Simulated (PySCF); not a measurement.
**Computed properties of Si(Cl)2(I)(OH) (Cl₂HIOSi), SMILES O[Si](Cl)(Cl)I**

Si(Cl)2(I)(OH) (Cl2HIOSi), SMILES Cl[Si](O)(Cl)I. Coordinates come from a B3LYP-D3(BJ)/def2-SVP optimisation. The structure was generated by enumeration, and PubChem lists no compound with its InChIKey, so it may never have been made. The def2 effective core potentials stand for the cores of I; spin–orbit coupling is left out. Other conformers were not sampled. All values are computed for the isolated molecule unless a solvent is named; none is compared with measurement here.

**Structure.** The optimised structure has Cs symmetry. All 12 harmonic modes at B3LYP-D3(BJ)/def2-SVP (PySCF) are real, so it is a minimum. With heavy atoms numbered as in [OH:1][Si:2]([Cl:3])([Cl:4])[I:5], the shortest bond between them is O1–Si2 at 1.643 Å and the longest Si2–I5 at 2.430 Å.

**Vibrations.** The strongest infrared lines (harmonic, unscaled, degenerate partners summed) lie at 797 cm⁻¹ (254 km/mol, H 69 %, O 23 %), 600 cm⁻¹ (201 km/mol, Si 67 %, Cl 32 %), 534 cm⁻¹ (174 km/mol, Si 57 %, Cl 34 %). The softest mode is at 99 cm⁻¹ and the zero-point energy is 11.7 kcal/mol.

**Electronic structure.** ωB97X/def2-TZVP (PySCF) places the frontier levels at -10.30 and 0.86 eV, a gap of 11.16 eV, and gives a dipole moment of 1.25 D and a mean polarisability of 78.8 bohr³. PBE/def2-TZVP (PySCF) at the same geometry gives -6.90 and -2.13 eV, so its gap is 6.39 eV narrower. An orbital gap is neither the optical nor the fundamental gap.

**Excitations.** TDDFT-CAM-B3LYP/def2-SVPD (PySCF) has S1 at 5.38 eV (231 nm, f = 0.007, weak); the most intense of the 10 singlets computed lies at 7.43 eV (f = 0.06). T1 (TDA) is at 4.87 eV. TDDFT-PBE/def2-SVPD (PySCF) puts S1 at 4.84 eV. No vertical singlet excitation falls in the visible range (under 3.1 eV).
